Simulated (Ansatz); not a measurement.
Start from `[OH][Sn][Br]` and change one atom or group to get `[OH][Sn][F]`.

Ansatz, PBE0-D4/def2-TZVP geometries, multiplicity 1. Each molecule was computed in one conformer, which needn't be the lowest.

Elements past krypton have def2 core potentials. Scalar relativity is left out up to krypton.

```
                                                                                  property  `[OH][Sn][Br]`
ideal-gas entropy at 298 K and 1 bar (rigid rotor, harmonic PBE0-D4/def2-TZVP) / J/(mol·K)             316
                                                        HOMO energy (PBE0/def2-TZVPP) / eV           -7.48
                                            zero-point energy (PBE0-D4/def2-TZVP) / kJ/mol            35.7
                                                     HOMO energy (ωB97M-V/def2-TZVPP) / eV           -9.54
                                                        LUMO energy (PBE0/def2-TZVPP) / eV           -2.59
                                                         LUMO energy (PBE/def2-TZVPP) / eV           -3.23
```

**Question.** Give the same properties after the change, and the shifts. (Estimate.)

**Answer.** The calculation gave: 
```
                                                                                  property  `[OH][Sn][F]`  shift
ideal-gas entropy at 298 K and 1 bar (rigid rotor, harmonic PBE0-D4/def2-TZVP) / J/(mol·K)            293    -23
                                                        HOMO energy (PBE0/def2-TZVPP) / eV          -7.85  -0.37
                                            zero-point energy (PBE0-D4/def2-TZVP) / kJ/mol           38.1    2.4
                                                     HOMO energy (ωB97M-V/def2-TZVPP) / eV         -10.03  -0.49
                                                        LUMO energy (PBE0/def2-TZVPP) / eV          -2.32   0.27
                                                         LUMO energy (PBE/def2-TZVPP) / eV          -2.98   0.25
```

With PBE0 the HOMO falls by 0.37 eV and the LUMO rises by 0.27 eV, so the gap widens by about 0.64 eV. PBE moves the HOMO by -0.24 eV and ωB97M-V by -0.49 eV.

Spin–orbit coupling is left out; it splits and shifts lone-pair levels of the heavy atoms by tenths of an eV.
